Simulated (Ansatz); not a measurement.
Cu₅H₅, relaxed as a singlet with RKS PBE-D4/def2-SVP in Ansatz, starting from the GFN2-xTB geometry. Force threshold 0.02 eV/Å.

The relaxation made no stability test and no search for a lower SCF solution. No other spin state of charge 0 was run. The structure comes from a short search, and lower isomers may exist.

Start:

```xyz
10

Cu   -1.536   -1.603   -0.152
Cu   -0.949    0.146   -2.006
Cu   -0.002   -1.135    1.913
Cu    0.950    1.693   -1.088
Cu    1.537    0.898    1.333
H     1.897    1.974    0.186
H    -1.890   -1.114   -1.647
H    -1.173   -2.082    1.344
H    -0.004    1.404   -2.357
H     1.169   -0.182    2.475
```

Q: Estimate the energy that the relaxation releases and the steps that it takes.

A: 55.5 kJ/mol, in 4 steps; 12 s on 4 threads of Arm Neoverse V2 on a shared host. No frequencies were taken in this run, so the end may be a saddle point.

Q: Does the start keep its bonding and symmetry?

A: By distances, no bond broke or formed. The bond that changes most is Cu5–H10, from 1.61 to 1.61 Å (atoms count from 1). Point group D5h at the start, D5h at the end, both within 0.05 Å.

Q: Predict the relaxed structure.

A: 
```xyz
10

Cu   -1.399   -1.460   -0.139
Cu   -0.864    0.133   -1.828
Cu   -0.002   -1.034    1.743
Cu    0.864    1.542   -0.991
Cu    1.400    0.818    1.215
H     1.884    1.959    0.185
H    -1.876   -1.107   -1.637
H    -1.167   -2.069    1.335
H    -0.004    1.396   -2.340
H     1.163   -0.179    2.457
```
Bond lengths (bridged metal pairs left out): 10 × Cu–H 1.61 Å.
